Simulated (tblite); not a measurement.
Compound: C4H11B2BrO2.
Atom-mapped SMILES: `[CH3:1][B:2]([O:3][BH:4][Br:5])[O:6][CH:7]([CH3:8])[CH3:9]` (hydrogens: H10, H11, H12 on C1; H13 on B4; H14 on C7; H15, H16, H17 on C8; H18, H19, H20 on C9)

Computed with GFN2-xTB (tblite), gas phase: L-BFGS steps from a force-field or distance-geometry start until the largest atomic force falls under 0.01 eV/Å.

Step 19: E = -790.0716 eV
```
atom  x, y, z in Å  |  force x, y, z in eV/Å
C1      1.5294   -1.6691   -1.3095   -0.003  -0.013   0.018
B2      0.9142   -0.4562   -0.4674    0.028  -0.099   0.028
O3      1.8117    0.1032    0.3829    0.041   0.170   0.233
B4      2.9462    0.0340    1.0121    0.183   0.087   0.166
Br5     4.3464    1.2688    0.5975   -0.265  -0.108   0.034
O6     -0.3867   -0.1869   -0.5322   -0.028   0.004   0.079
C7     -1.2471    0.5061    0.3805    0.108  -0.049  -0.072
C8     -2.4972   -0.3629    0.5027    0.093   0.050   0.056
C9     -1.5756    1.9065   -0.1419    0.079  -0.013  -0.032
H10     1.3138   -1.6854   -2.3736   -0.086  -0.032   0.122
H11     1.1106   -2.5616   -0.8426    0.064  -0.109  -0.284
H12     2.6113   -1.7046   -1.1685   -0.130  -0.052  -0.157
H13     3.1895   -0.7745    1.8503   -0.106   0.175  -0.108
H14    -0.7482    0.5820    1.3582    0.049  -0.030  -0.074
H15    -2.2038   -1.3471    0.8482   -0.066  -0.167   0.007
H16    -2.9655   -0.4495   -0.4726   -0.005  -0.064  -0.028
H17    -3.2105    0.0573    1.2027    0.017   0.118   0.062
H18    -0.8303    2.1909   -0.8763    0.072   0.104  -0.062
H19    -1.5620    2.6313    0.6641   -0.042   0.050   0.053
H20    -2.5513    1.9285   -0.6174   -0.003  -0.022  -0.042
```

Step 20: E = -790.0862 eV
```
atom  x, y, z in Å  |  force x, y, z in eV/Å
C1      1.5164   -1.6679   -1.3224    0.021  -0.048   0.034
B2      0.9107   -0.4656   -0.4632    0.038  -0.029   0.007
O3      1.8118    0.0900    0.3874    0.034   0.095   0.276
B4      2.9391    0.0371    1.0306    0.213   0.129   0.095
Br5     4.3258    1.2894    0.6056   -0.269  -0.123   0.048
O6     -0.3870   -0.1862   -0.5292   -0.001  -0.100  -0.050
C7     -1.2454    0.5055    0.3782    0.140  -0.059  -0.014
C8     -2.4914   -0.3623    0.5110    0.008   0.000   0.013
C9     -1.5641    1.9037   -0.1455    0.035   0.042  -0.044
H10     1.2952   -1.6829   -2.3850   -0.085   0.015   0.113
H11     1.1073   -2.5670   -0.8636    0.021  -0.143  -0.236
H12     2.5963   -1.7019   -1.1846   -0.037  -0.058  -0.177
H13     3.1999   -0.7577    1.8773   -0.162   0.173  -0.131
H14    -0.7424    0.5778    1.3476    0.107   0.023   0.117
H15    -2.2025   -1.3482    0.8550   -0.033  -0.149   0.041
H16    -2.9605   -0.4544   -0.4610   -0.051  -0.064  -0.125
H17    -3.2088    0.0584    1.2048    0.020   0.140   0.110
H18    -0.8118    2.1838   -0.8728    0.100   0.123  -0.074
H19    -1.5612    2.6311    0.6573   -0.019   0.058   0.085
H20    -2.5327    1.9280   -0.6304   -0.080  -0.027  -0.089
```

Task: Estimate the geometry and energy of step 21. (The exact step hangs on the optimiser's Hessian estimate; all steps are aligned on step 20, rigid shifts and turns removed.)

Result: E = -790.1034 eV, largest force 0.328 eV/Å
```
atom  x, y, z in Å  |  force x, y, z in eV/Å
C1      1.5006   -1.6672   -1.3372    0.040  -0.078   0.048
B2      0.9076   -0.4770   -0.4577    0.068   0.049   0.027
O3      1.8120    0.0741    0.3975   -0.013  -0.008   0.263
B4      2.9340    0.0433    1.0536    0.129   0.146  -0.018
Br5     4.2963    1.3126    0.6167   -0.203  -0.077   0.042
O6     -0.3873   -0.1877   -0.5271    0.054  -0.196  -0.165
C7     -1.2411    0.5040    0.3755    0.128  -0.046   0.059
C8     -2.4848   -0.3619    0.5210   -0.088  -0.061  -0.041
C9     -1.5497    1.9013   -0.1507   -0.016   0.090  -0.053
H10     1.2708   -1.6791   -2.3966   -0.090   0.083   0.069
H11     1.1034   -2.5765   -0.8933   -0.028  -0.177  -0.154
H12     2.5779   -1.6994   -1.2075    0.101  -0.069  -0.187
H13     3.2096   -0.7340    1.9082   -0.194   0.125  -0.104
H14    -0.7330    0.5732    1.3373    0.153   0.074   0.280
H15    -2.2012   -1.3515    0.8640   -0.012  -0.072   0.066
H16    -2.9551   -0.4614   -0.4490   -0.076  -0.052  -0.166
H17    -3.2060    0.0623    1.2094    0.056   0.133   0.122
H18    -0.7873    2.1774   -0.8698    0.090   0.132  -0.050
H19    -1.5605    2.6314    0.6506    0.004   0.035   0.075
H20    -2.5114    1.9269   -0.6479   -0.104  -0.030  -0.113
```

The energy changes by -0.0172 eV. The first-order estimate −F·Δx gives -0.0230 eV and the mean of the old and new forces, exact on a quadratic surface, -0.0172 eV. The step makes an angle of 73° with the force vector and moves no atom by more than 0.040 Å.

What follows is the cost of the whole relaxation. The run took 1.9 s of wall time on an Arm Neoverse N1 with one thread, no GPU, shared host with 64 logical CPUs at a one-minute load of 59.
